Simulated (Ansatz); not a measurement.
Reaction (ligand exchange at a Ge–S bond): `C[S][Ge][Cl]` + HCl → `[Cl][Ge][Cl]` + CH₃SH

Program: Ansatz. Geometries: PBE0-D4/def2-TZVP. ΔE: electronic, gas phase. CBS: MP2 limit from def2 TZ/QZ plus the TZ coupled-cluster correction, frozen cores. This one scheme is used for every species. DFT in def2-TZVPP. HSE06 is defined as in plane-wave codes. For Ge outer-core shells are correlated without core-valence functions, which leaves a few kJ/mol of doubt a bond. Scalar relativity is left out up to krypton. Each species was taken in one conformer, which may not be the lowest.

Q: Is it downhill or uphill in electronic energy at CCSD(T)/CBS, and by how much? (An estimate is asked.)

A: Ansatz gave: Downhill: ΔE = -16.8 kJ/mol.

Q: What do these levels give: revPBE-D4, BLYP-D4, PBE0-D4, r2SCAN0-D4, HSE06-D4, BHLYP-D4, r2SCANh, MP2/def2-SVP, CCSD(T)/def2-SVP, MP2/def2-TZVPP, CCSD/def2-TZVPP, HF/def2-QZVPP? (An estimate is asked.)

A: Ansatz gave: revPBE-D4 -13.1, BLYP-D4 -16.9, PBE0-D4 -16.7, r2SCAN0-D4 -18.9, HSE06-D4 -16.6, BHLYP-D4 -23.9, r2SCANh -19.0, MP2/def2-SVP -13.9, CCSD(T)/def2-SVP -16.2, MP2/def2-TZVPP -13.9, CCSD/def2-TZVPP -21.2, HF/def2-QZVPP -42.8 kJ/mol.

Largest T1 diagnostic among the species: 0.014.

From BLYP to BHLYP (50 % exact exchange), in def2-TZVPP and without D4, ΔE moves by −4.4 kJ/mol. In def2-TZVPP, CCSD(T) changes the Hartree–Fock value by +24.9 kJ/mol (the triples alone add +5.0 kJ/mol) and MP2 by +27.3 kJ/mol.
